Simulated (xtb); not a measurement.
C5H8O, charge -1, doublet, from a rough starting geometry (a state made from the parent by changing its charge; the spin is typed, not shown lowest); GFN2-xTB in xtb 6.7.1.

Input for xtb:
```
$ xtb mol.xyz --gfn 2 --chrg -1 --uhf 1 --opt vtight --json

# file mol.xyz
14

O      1.05785173     2.27831011    -0.42515562
C      0.52504542     1.20315215    -0.22873408
C      1.30706029    -0.13016522    -0.08031070
C      0.26110268    -1.13119134    -0.16170757
C     -1.07539676    -0.50116816     0.47308645
C     -0.88998716     0.84227001    -0.12352017
H      2.06733754    -0.20400189    -0.76721748
H      1.82389423    -0.03849580     0.94782880
H      0.49761417    -2.05413218     0.46463670
H      0.05500759    -1.45574173    -1.13001064
H     -0.97237371    -0.44450419     1.50309370
H     -1.94788381    -1.02839823     0.07418348
H     -1.34432414     0.99385913    -1.11051374
H     -1.41764178     1.64996335     0.52658689
```

The log (banner, timings and long lists left out):

```
   ID    Z sym.   atoms
    1    8 O      1
    2    6 C      2-6
    3    1 H      7-14

           -------------------------------------------------
          |                Calculation Setup                |
           -------------------------------------------------

           -------------------------------------------------
          |                 G F N 2 - x T B                 |
           -------------------------------------------------

          ...................................................
          :                      SETUP                      :
          :.................................................:
          :  # basis functions                  32          :
          :  # atomic orbitals                  32          :
          :  # shells                           20          :
          :  # electrons                        35          :
          :  max. iterations                   250          :
          :  Hamiltonian                  GFN2-xTB          :
          :  restarted?                      false          :
          :  GBSA solvation                  false          :
          :  PC potential                    false          :
          :  electronic temp.          300.0000000     K    :
          :  accuracy                    1.0000000          :
          :  -> integral cutoff          0.2500000E+02      :
          :  -> integral neglect         0.1000000E-07      :
          :  -> SCF convergence          0.1000000E-05 Eh   :
          :  -> wf. convergence          0.1000000E-03 e    :
          :  Broyden damping             0.4000000          :
          :  net charge                         -1          :
          :  unpaired electrons                  1          :
          ...................................................

 iter      E             dE          RMSdq      gap      omega  full diag
   1    -19.0879190 -0.190879E+02  0.363E+00    5.99       0.0  T
   2    -19.1831441 -0.952251E-01  0.180E+00    3.67       1.0  T
   3    -19.1842047 -0.106062E-02  0.101E+00    3.71       1.0  T
   4    -19.1844490 -0.244301E-03  0.161E-01    3.63       1.0  T
   5    -19.1844974 -0.484349E-04  0.837E-02    3.67       1.0  T
   6    -19.1845041 -0.669608E-05  0.216E-02    3.70       1.2  T
   7    -19.1845050 -0.896551E-06  0.815E-03    3.70       3.3  T
   8    -19.1845052 -0.149170E-06  0.237E-03    3.70      11.3  T
   9    -19.1845052 -0.253770E-08  0.768E-04    3.70      34.8  T
[...]
 * total energy  :   -18.9676801 Eh     change       -0.1150513E-04 Eh
 * total energy  :   -18.9676901 Eh     change       -0.9989529E-05 Eh
 * total energy  :   -18.9676959 Eh     change       -0.5814097E-05 Eh
 * total energy  :   -18.9676989 Eh     change       -0.2995737E-05 Eh
 * total energy  :   -18.9677006 Eh     change       -0.1763463E-05 Eh
 * total energy  :   -18.9677020 Eh     change       -0.1344511E-05 Eh
 * total energy  :   -18.9677029 Eh     change       -0.8760844E-06 Eh
 * total energy  :   -18.9677034 Eh     change       -0.4892796E-06 Eh
 * total energy  :   -18.9677037 Eh     change       -0.3310535E-06 Eh
 * total energy  :   -18.9677039 Eh     change       -0.2320122E-06 Eh
 * total energy  :   -18.9677041 Eh     change       -0.1592891E-06 Eh
 * total energy  :   -18.9677042 Eh     change       -0.7895781E-07 Eh
   *** GEOMETRY OPTIMIZATION CONVERGED AFTER 39 ITERATIONS ***
         :: total energy             -18.967704159515 Eh    ::
[...]

 Mol. C6AA /au·bohr⁶  :       1918.570017
 Mol. C8AA /au·bohr⁸  :      41079.066741
 Mol. α(0) /au        :         65.271561

Wiberg/Mayer (AO) data.
largest (>0.10) Wiberg bond orders for each atom

 ---------------------------------------------------------------------------
     #   Z sym  total        # sym  WBO       # sym  WBO       # sym  WBO
 ---------------------------------------------------------------------------
     1   8 O    1.632 --     2 C    1.498
     2   6 C    3.473 --     1 O    1.498     6 C    0.953     3 C    0.951
     3   6 C    3.966 --     4 C    1.001     7 H    0.973     8 H    0.968
                             2 C    0.951
     4   6 C    3.993 --     5 C    1.003     3 C    1.001    10 H    0.982
                             9 H    0.978
     5   6 C    3.994 --     6 C    1.007     4 C    1.003    11 H    0.982
                            12 H    0.979
     6   6 C    3.966 --     5 C    1.007    14 H    0.973    13 H    0.962
                             2 C    0.953
     7   1 H    1.000 --     3 C    0.973
     8   1 H    0.998 --     3 C    0.968
     9   1 H    0.999 --     4 C    0.978
    10   1 H    1.000 --     4 C    0.982
    11   1 H    1.000 --     5 C    0.982
    12   1 H    0.999 --     5 C    0.979
    13   1 H    0.999 --     6 C    0.962
    14   1 H    0.999 --     6 C    0.973
 ---------------------------------------------------------------------------

Topologies differ in total number of bonds
Writing topology from bond orders to xtbtopo.mol

molecular dipole:
                 x           y           z       tot (Debye)
 q only:       -1.260      -2.718       0.840
   full:       -1.501      -3.240       0.842       9.324
molecular quadrupole (traceless):
                xx          xy          yy          xz          yz          zz
 q only:        2.846      -7.880     -10.444       2.535       6.105       7.597
  q+dip:        3.889      -9.978     -13.103       3.129       6.753       9.214
   full:        3.868      -9.818     -12.807       2.996       6.691       8.939

optimized geometry written to: xtbopt.xyz

           -------------------------------------------------
          | TOTAL ENERGY              -18.967704159515 Eh   |
          | GRADIENT NORM               0.000020212703 Eh/α |
          | HOMO-LUMO GAP               6.854419109080 eV   |
           -------------------------------------------------

normal termination of xtb
```
